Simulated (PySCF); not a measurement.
# In³⁺: interval between two levels

In³⁺ [Kr] 4d10 → In³⁺ [Kr] 4d9 5s1 [3D3, M_J = 3], as a difference of total energies. Calculation: PySCF 2.14, in x2c-TZVPall-2c with one added diffuse shell each of s, p, d, f type (9s10p6d3f, 90 functions); the two-component X2C-1e Hamiltonian. Correlated levels: [Ar] 3d10 frozen; the 6 highest virtual spinors dropped. "Screened" scales the spin-orbit matrix elements by Boettger's factors to mimic the two-electron term; Breit and QED terms are absent.

| method | interval between two levels (cm⁻¹) |
| --- | --- |
| GHF (spin-free) | 130370 |
| GMP2 (spin-free) | 130630 |
| GHF (screened spin-orbit) | 127410 |
| GMP2 (screened spin-orbit) | 127610 |

The labels give the starting determinants; with spin-orbit coupling the two ends relaxed to ⟨J²⟩ = 0.00, ⟨L²⟩ = 0.02, ⟨S²⟩ = 0.02 and ⟨J²⟩ = 12.00, ⟨L²⟩ = 6.02, ⟨S²⟩ = 2.02.
